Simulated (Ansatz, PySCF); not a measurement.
This PySCF input computes a r2SCAN/def2-TZVPD energy:

```python
from pyscf import gto, scf, dft

mol = gto.M(
    atom='''
    Cl   -1.08831466   -1.24132302    0.03550894
    C     0.00000000   -0.00000000    0.00000000
    Cl    1.61889286   -0.32232673   -0.04317288
    Cl   -0.53057821    1.56364975    0.00766394
    ''',
    basis='def2-tzvpd',
    charge=1,
    spin=0,
    verbose=4,
)

mf = dft.RKS(mol, xc='r2scan').density_fit(auxbasis='def2-universal-jkfit')
mf.grids.level = 4
mf.conv_tol = 1e-9
mf.max_cycle = 100
mf.max_memory = 1500
mf.kernel()
if not mf.converged:
    mf = mf.newton()
    mf.kernel(mf.make_rdm1())
mf.analyze()
```

Question: Write an input for the same energy in Ansatz (a first-principles code) and say what it gives.

Answer: 
Ansatz 0.2 input:
```yaml
crystal:
  periodic: [false, false, false]
  atoms:
    - {symbol: Cl, position_ang: [-1.08831466, -1.24132302, 0.03550894]}
    - {symbol: C, position_ang: [0.00000000, -0.00000000, 0.00000000]}
    - {symbol: Cl, position_ang: [1.61889286, -0.32232673, -0.04317288]}
    - {symbol: Cl, position_ang: [-0.53057821, 1.56364975, 0.00766394]}
basis:
  gaussian:
    orbitals: def2-TZVPD
hamiltonian:
  xc: {name: r2SCAN}
total_charge: 1
output: {forces: true}
```
It gives -1418.29666 Eh, and PySCF -1418.29665 Eh, a difference of 0.01 mEh.
